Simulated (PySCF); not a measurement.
Isomers of C5H9F3OSi, mass 170.037 u with the commonest isotopes. Method used: PBE0/pcSseg-1 in PySCF (dipole) on a GFN2-xTB geometry, gas phase. One conformer each, none proved a minimum here; rigid rotors.

Question: Order these by rotational constant A, largest first.
A. `[CH3:1][CH2:2][O:3][C@@H:4]1[SiH2:5][C@@:6]1([F:7])[CH:8]([F:9])[F:10]` with C1–C2–O3–C4 180°, C2–O3–C4–Si5 155°, Si5–C6–C8–F9 -63°
B. `[CH3:1][C@H:2]([C:3](=[O:4])[CH2:5][SiH3:6])[C:7]([F:8])([F:9])[F:10]` with C1–C2–C3–O4 -31°, C2–C3–C5–Si6 -90°
C. `[CH3:1][C@@H:2]1[SiH2:3][CH2:4][C@H:5]1[O:6][C:7]([F:8])([F:9])[F:10]` with C4–C5–O6–C7 -162°, C1–C2–Si3–C4 -129°, C2–Si3–C4–C5 10°, Si3–C4–C5–O6 -133°, C1–C2–C5–C4 136°

Answer: C (2226 MHz), B (1905 MHz), A (1781 MHz).

Question: Order these by dipole moment, smallest first.
A. `[CH3:1][C@H:2]([C:3](=[O:4])[CH2:5][SiH3:6])[C:7]([F:8])([F:9])[F:10]` with C1–C2–C3–O4 -31°, C2–C3–C5–Si6 -90°
B. `[CH3:1][C@@H:2]1[SiH2:3][CH2:4][C@H:5]1[O:6][C:7]([F:8])([F:9])[F:10]` with C4–C5–O6–C7 -162°, C1–C2–Si3–C4 -129°, C2–Si3–C4–C5 10°, Si3–C4–C5–O6 -133°, C1–C2–C5–C4 136°
C. `[CH3:1][CH2:2][O:3][C@@H:4]1[SiH2:5][C@@:6]1([F:7])[CH:8]([F:9])[F:10]` with C1–C2–O3–C4 180°, C2–O3–C4–Si5 155°, Si5–C6–C8–F9 -63°

Answer: C (1.38 D), B (3.13 D), A (3.28 D).

Question: Order these by out-of-plane moment Σ m c² = (Ia + Ib − Ic)/2, largest first.
A. `[CH3:1][CH2:2][O:3][C@@H:4]1[SiH2:5][C@@:6]1([F:7])[CH:8]([F:9])[F:10]` with C1–C2–O3–C4 180°, C2–O3–C4–Si5 155°, Si5–C6–C8–F9 -63°
B. `[CH3:1][C@H:2]([C:3](=[O:4])[CH2:5][SiH3:6])[C:7]([F:8])([F:9])[F:10]` with C1–C2–C3–O4 -31°, C2–C3–C5–Si6 -90°
C. `[CH3:1][C@@H:2]1[SiH2:3][CH2:4][C@H:5]1[O:6][C:7]([F:8])([F:9])[F:10]` with C4–C5–O6–C7 -162°, C1–C2–Si3–C4 -129°, C2–Si3–C4–C5 10°, Si3–C4–C5–O6 -133°, C1–C2–C5–C4 136°

Answer: B (113.95 u·Å²), A (106.38 u·Å²), C (61.45 u·Å²).

```tsv
SMILES	point group	Ia (u·Å²)	Ib (u·Å²)	Ic (u·Å²)	κ	μa (D)	μb (D)	μc (D)
CCO[C@@H]1[SiH2][C@@]1(F)C(F)F	C1	283.73	743.91	814.87	-0.90	1.13	0.08	0.78
C[C@H](C(=O)C[SiH3])C(F)(F)F	C1	265.34	771.31	808.75	-0.95	2.20	1.03	2.20
C[C@@H]1[SiH2]C[C@H]1OC(F)(F)F	C1	227.00	747.52	851.61	-0.90	3.10	0.04	0.42
```
